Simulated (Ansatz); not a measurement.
Stepwise reaction of `[F][GeH2][F]` with methanol, as a gas-phase model of exchange steps in deposition or etching. ΔE in kJ/mol; ΔG adds harmonic PBE0-D4 terms to CCSD(T)/CBS, at 1 bar.

Isolated molecules relaxed with PBE0-D4/def2-TZVP in Ansatz; ΔE leaves out vibrations. CCSD(T)/CBS is the MP2 limit (def2-TZVPP, def2-QZVPP) plus CCSD(T) − MP2 in def2-TZVPP, frozen cores. This one scheme is used for every species. DFT in def2-TZVPP. B3LYP here is the variant with VWN-RPA as its local correlation; programs differ in this. For Ge outer-core shells are correlated without core-valence functions, which leaves a few kJ/mol of doubt a bond. Scalar relativity is left out up to krypton. Each species was taken in one conformer, which may not be the lowest.

| step | reaction | PBE-D4 | B3LYP-D4 | ωB97M-V | CCSD(T)/CBS | ΔG(400 K) |
| --- | --- | --- | --- | --- | --- | --- |
| 1 | `[F][GeH2][F]` + CH₃OH → `C[O][GeH]([F])[F]` + H₂ | -27.6 | -31.1 | -30.7 | -33.5 | -34.0 |
| 2 | `C[O][GeH]([F])[F]` + CH₃OH → `C[O][Ge]([F])([F])[O]C` + H₂ | -6.9 | -11.2 | -10.3 | -13.8 | -10.7 |

Problem. By hand: ΔE of the 2 steps together at CCSD(T)/CBS.

Solution. (-33.5) + (-13.8) = -47.3 kJ/mol, or -23.6 kJ/mol a step.

In ΔE each step is higher than the one before. All are downhill at CCSD(T)/CBS. ΔG lies between -34.0 and -10.7 kJ/mol a step. PBE-D4 differs from CCSD(T)/CBS by 5.9 to 6.9 kJ/mol a step. Isolated molecules leave out the surface, adducts and barriers. Largest T1 diagnostic: 0.012.
